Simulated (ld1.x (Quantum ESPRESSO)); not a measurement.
**Transferability test, RRKJ potential for As (Z = 33)**

arsenic, norm-conserving RRKJ (Kleinman–Bylander form), made with ld1.x (Quantum ESPRESSO) 7.5 (PW91, scalar-relativistic). Core [Ar], reference 3d10 4s2 4p3. Waves: 4s (bound): rc 1.45 bohr; 4p (bound): rc 1.70 bohr; 3d (bound): rc 1.15 bohr. Local part: all-electron potential smoothed inside 1.35 bohr (lloc = -2). Core correction: none. rho0 = 0.005.

Energies are relative to the spin-unpolarised reference configuration 3d10 4s2 4p3; without spin polarisation the order of configurations can differ from experiment. The frozen-core shift is the all-electron ΔE with the core orbitals held at their reference shape minus the fully relaxed ΔE.

**Question.** Give the all-electron excitation energy and the error of the potential for: 3d10 4s2 4p2; 3d10 4s2 4p1; 3d10 4s2 4p0; 3d10 4s0 4p5; 3d10 4s2 4p3.3; 3d10 4s1 4p4; 3d10 4s1 4p3.

**Answer.**

```tsv
valence configuration	charge	ΔE all-electron (eV)	error AE − PS (meV)	frozen-core shift (meV)
3d10 4s2 4p2	+1	9.207	+0.6	+0.9
3d10 4s2 4p1	+2	27.206	+6.8	+3.4
3d10 4s2 4p0	+3	55.016	+24	+9.2
3d10 4s0 4p5	0	19.112	-1.2	+2.1
3d10 4s2 4p3.3	-0.3	-1.247	+0.3	-0.1
3d10 4s1 4p4	0	9.444	-0.5	+0.7
3d10 4s1 4p3	+1	19.340	+4.7	+1.9
```

ld1.x printed “convergence not achieved” for 6 of the counted tests; their residual had stalled under 1e-8, short of the target of 1e-14. A variational frozen-core shift is positive and of second order in the change. This column holds negative values, so the frozen-core run of ld1.x carries numerical noise or an error of first order here, and the column gives no more than the rough size of the effect.
